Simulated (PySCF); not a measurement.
This PySCF input asks for the NMR shieldings of SMILES CB(C)c1ccc(Cl)cc1, C8H10BCl; the geometry comes from GFN2-xTB.

```python
import basis_set_exchange as bse
import numpy as np
from pyscf import gto, dft
from pyscf.prop import nmr

atoms = """
C    -1.960860    1.424921    0.960168
B    -1.135605    0.837457   -0.250727
C    -1.555426    1.167105   -1.736453
C     0.106723   -0.078062    0.023113
C     0.865621   -0.623583   -1.019535
C     1.962749   -1.431182   -0.790024
C     2.331478   -1.716974    0.514683
Cl    3.700823   -2.728521    0.817211
C     1.610140   -1.199386    1.578475
C     0.516977   -0.393995    1.323972
H    -2.359010    0.628441    1.588042
H    -2.799413    2.045413    0.654351
H    -1.328283    2.030860    1.608076
H    -0.744805    1.656561   -2.275471
H    -1.778523    0.256280   -2.291304
H    -2.427828    1.811654   -1.808821
H     0.589897   -0.411082   -2.041096
H     2.531027   -1.839120   -1.612163
H     1.904344   -1.427318    2.591670
H    -0.035173    0.001210    2.162796
"""
names = dict.fromkeys(["C", "B", "Cl", "H"], "pcSseg-1")
basis = {el: gto.basis.parse(bse.get_basis(n, elements=[el], fmt="nwchem")) for el, n in names.items()}
mol = gto.M(atom=atoms, basis=basis, charge=0, verbose=0)
mf = dft.RKS(mol, xc="PBE0")
mf.grids.level = 2
mf.grids.alignment = dft.numint.BLKSIZE   # the property module wants whole blocks of grid points
mf.conv_tol = 1e-9
mf.kernel()

calc = nmr.RKS(mf)   # GIAO
C = mf.mo_coeff
Co = C[:, mf.mo_occ > 0]
resp = mf.gen_response(singlet=True, hermi=2)
def vind(x):   # induced exchange potential for any number of trial vectors
    d = np.einsum("pi,xij,qj->xpq", C, 2 * x.reshape(-1, C.shape[1], Co.shape[1]), Co, optimize=True)
    return np.einsum("xpq,pi,qj->xij", resp(d - d.transpose(0, 2, 1)), C, Co, optimize=True).ravel()
mo1, _ = nmr.rhf.solve_mo1(calc, with_cphf=vind)
sigma = calc.kernel(mo1)
for i, s in enumerate(sigma):   # ppm
    print("%2d %-2s %9.2f" % (i, mol.atom_pure_symbol(i), np.trace(s) / 3))
```

Task: Give the expected output.

Result: 
```
 0 C     174.44
 1 B      22.57
 2 C     174.43
 3 C      43.52
 4 C      43.70
 5 C      53.19
 6 C      35.18
 7 Cl    697.95
 8 C      53.22
 9 C      43.68
10 H      30.38
11 H      30.38
12 H      30.38
13 H      30.38
14 H      30.39
15 H      30.38
16 H      23.53
17 H      24.07
18 H      24.08
19 H      23.53
```

These numbers come from an equivalent density-fitted implementation of the same equations, which agrees with the script to about 0.01 ppm for H and up to a few tenths of a ppm for heavy atoms, so last digits may differ.

Size and cost of the density-fitted run: 227 basis functions, 46 s wall time on 1 thread of an Arm Neoverse V1, shared host; peak memory 0.99 GiB.
